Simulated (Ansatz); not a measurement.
Basis-set extrapolation for `CBB([SiH3])Cl` (PBE0-D4/def2-TZVP geometry, frozen core, Ansatz). Multiplicity 1, RHF reference.

```
                      def2-TZVPP   def2-QZVPP
                 HF  -839.803912  -839.829569
    MP2 correlation    -0.684242    -0.736338
CCSD(T) correlation    -0.787106      not run
```

Energies in hartree. Use E(X) = E(∞) + A·exp(−7.88·√X) for Hartree–Fock and E(X) = E(∞) + B·X^(−2.97) for correlation, with X = 3 and 4, and add CCSD(T) minus MP2 of the smaller set to the MP2 limit.

Task: What is the CCSD(T) energy at the basis-set limit?

Result: HF limit: -839.829569 + (-0.025657) × 0.13774 = -839.83310. MP2 limit: -0.736338 + (-0.052096) × 0.74074 = -0.77493. Higher-order term: -0.787106 − (-0.684242) = -0.10286. Total: -840.71089 hartree, 3.26 eV below CCSD(T)/def2-TZVPP.
